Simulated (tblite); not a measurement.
Species: C3H11AsSi.
Cartesian coordinates in Å at the GFN2-xTB level; atoms count from 1:
```xyz
16
C3H11AsSi angstrom
C     -1.6084    0.8608    0.4369
C     -0.9042   -0.4913    0.4162
C     -0.6629   -0.9595   -1.0114
As     0.7557   -0.3878    1.5425
Si     2.2043    0.6859    0.0740
H     -0.9885    1.6227   -0.0374
H     -2.5584    0.8163   -0.0963
H     -1.8071    1.1723    1.4645
H     -1.5582   -1.2236    0.9101
H     -0.1194   -1.9055   -1.0228
H     -1.6101   -1.1063   -1.5328
H     -0.0835   -0.2216   -1.5656
H      1.2505   -1.7570    1.1404
H      3.4701    0.9527    0.7698
H      2.5495   -0.0384   -1.1571
H      1.6631    1.9893   -0.3425
```

Calculated harmonic vibrations of the isolated species, GFN2-xTB (tblite), most abundant isotopes, no scaling. Errors from tens to a few hundred cm⁻¹ against measured bands are possible. Modes of hydrogen on arsenic and silicon can be 10 to 20 % off. One conformer, not necessarily the lowest.

Harmonic wavenumbers (cm⁻¹): 54.3, 85.0, 137.2, 229.4, 237.1, 259.5, 275.7, 362.8, 402.0, 429.6, 475.9, 528.3, 663.7, 716.1, 790.2, 804.4, 825.2, 927.2, 939.2, 986.8, 1039.2, 1137.8, 1165.3, 1245.8, 1307.6, 1407.0, 1418.6, 1486.8, 1497.3, 1499.5, 1505.5, 1855.3, 2179.4, 2195.6, 2204.2, 2867.8, 2976.8, 2983.6, 2988.8, 2991.4, 3000.8, 3007.7.

A = 2882, B = 1776, C = 1438 MHz; mass 149.985 u (most abundant isotopes); point group C1, symmetry number 1.

**Question.** Zero-point energy?

**Answer.** Half the sum of the wavenumbers: 27046 cm⁻¹ = 323.54 kJ/mol.

**Question.** Give the ideal-gas entropy at 200 K and 1 bar in the rigid-rotor, harmonic-oscillator model (classical rotation).

**Answer.** Translation 163.05, rotation 112.88, vibration 64.96: S = 340.9 J/(mol K).

**Question.** And Cp and H(200 K) − H(0)?

**Answer.** Cp = 109.67 J/(mol K), of which vibrations give 76.41 (their classical limit is 42 R = 349.2); H(200 K) − H(0) = 14.04 kJ/mol without the zero-point energy, 7.39 from vibrations.

**Question.** How do the functions run with temperature in this model?

**Answer.** 
| T (K) | S (J/(mol K)) | Cp (J/(mol K)) | H − H(0) (kJ/mol) | G − H(0) (kJ/mol) | ln q(vib) |
| --- | --- | --- | --- | --- | --- |
| 100 | 279.5 | 70.6 | 4.96 | -22.99 | 1.24 |
| 300 | 392.0 | 144.4 | 26.76 | -90.84 | 5.61 |
| 500 | 480.2 | 202.9 | 61.77 | -178.31 | 10.04 |
| 800 | 589.6 | 262.6 | 132.31 | -339.34 | 16.29 |
| 1000 | 651.2 | 289.5 | 187.66 | -463.55 | 20.13 |

q(vib) and H(0) count from the zero-point level.

**Question.** Blend soft modes into free rotors: weight 1/[1 + (100 cm⁻¹/ν̃)⁴] for the oscillator and the rest for a rotor with moment μB/(μ + B), μ = h/(8π²ν), B = 10⁻⁴⁴ kg m². What vibrational entropy results?

**Answer.** 61.13 J/(mol K) in place of 64.96, which changes −T·S at 200 K by +0.77 kJ/mol.

**Question.** Which modes carry the vibrational entropy at 200 K?

**Answer.** 54.3 cm⁻¹: 16.18; 85.0 cm⁻¹: 12.53; 137.2 cm⁻¹: 8.75; 229.4 cm⁻¹: 5.03; 237.1 cm⁻¹: 4.81; 259.5 cm⁻¹: 4.24 J/(mol K); the other 36 give 13.41 together.

**Question.** What must be added to the electronic energy to get the Gibbs energy at 200 K and 1 bar?

**Answer.** ZPE + [H(200 K) − H(0)] − T·S = 323.54 + 14.04 − 68.18 = 269.40 kJ/mol.

Hindered rotation and anharmonicity are outside this model. Other conformers, if any are populated, would add a mixing term that is left out. The structure is chiral; the term R ln 2 for an equal mix with its mirror image is left out.
